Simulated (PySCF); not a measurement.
# Calculated properties of `FC(F)([C@H](C(NC)=O)C)F`

Compound: C5H8F3NO.
Z-matrix (Å and degrees, GFN2-xTB geometry), rows numbered from 1:
```
C 
N   1  1.4441
C   2  1.3443  1  121.97
O   3  1.2089  2  124.10  1    -2.14
C   3  1.5434  2  114.93  1   179.84
C   5  1.5295  3  111.56  2    67.62
C   5  1.5195  3  112.12  2   -56.81
F   7  1.3494  5  113.10  3    71.87
F   7  1.3412  5  111.82  3  -168.84
F   7  1.3389  5  112.94  3   -48.52
H   1  1.0884  2  107.64  3    -0.22
H   1  1.0913  2  110.41  3   119.23
H   1  1.0907  2  110.52  3  -119.74
H   2  1.0070  1  116.82  3   176.14
H   5  1.0953  3  106.30  2  -172.72
H   6  1.0864  5  109.35  3    57.55
H   6  1.0879  5  111.23  3   -62.56
H   6  1.0881  5  110.16  3   176.99
```

Structural features include: amide, CF3 group and C–F bond.

**GFN2-xTB geometry**

```yaml
Point_group_of_the_GFN2-xTB_geometry: C1
Rotational_constants_A_B_C_of_the_GFN2-xTB_geometry: 2.056, 0.923, 0.869 GHz
```

From PBE0/pcSseg-1 ground state and GIAO shieldings, non-relativistic (PySCF):

```yaml
Dipole_moment: 3.16 D
HOMO_energy: -7.64 eV
LUMO_energy: 0.54 eV
HOMO–LUMO_gap: 8.18 eV
Lowest_Hirshfeld_atomic_charge: -0.28 e on O4
Highest_Hirshfeld_atomic_charge: +0.26 e on C7
13C_chemical_shifts_computed_TMS_as_zero_by_class: 167.5 (C3), 136.0 (C7), 52.7 (C5), 26.5 (C1), 15.5 (C6) ppm
1H_chemical_shifts_computed_TMS_as_zero_by_class: 5.12 (H14), 3.13 (H11/H12/H13), 3.05 (H15), 1.42 (H16/H17/H18) ppm
Isotropic_shieldings_of_nuclei_other_than_C_and_H_by_class: 150 (N2), -79 (O4), 258 (F8/F9/F10) ppm
Mayer_bond_orders_between_heavy_atoms: C1–N2 0.94, N2–C3 1.15, C3–O4 1.92, C3–C5 0.93, C5–C6 1.01, C5–C7 0.97, C7–F8 0.96, C7–F9 1.00, C7–F10 1.02
```

Monoisotopic mass (most abundant isotopes): 155.0558 u.

With B = h/(8π²I), that is 505.379 GHz u Å² over I, the principal moments of inertia are 245.8, 547.3 and 581.9 u Å² (most abundant isotopes); the inertial defect Ic − Ia − Ib is -211.2 u Å² (zero for a rigid planar frame, negative otherwise). The dipole equals about 10.5 × 10⁻³⁰ C·m (1 D = 3.33564 × 10⁻³⁰ C·m). The rotational constants make it an asymmetric top with κ = (2B − A − C)/(A − C) = -0.91, nearer the prolate limit (−1).

Isolated species at its GFN2-xTB geometry (one conformer only). NMR classes are plain means over equivalent atoms (diastereotopic ones count apart unless rotation or inversion swaps them), as if these changed places fast; in this geometry the members of some classes differ.
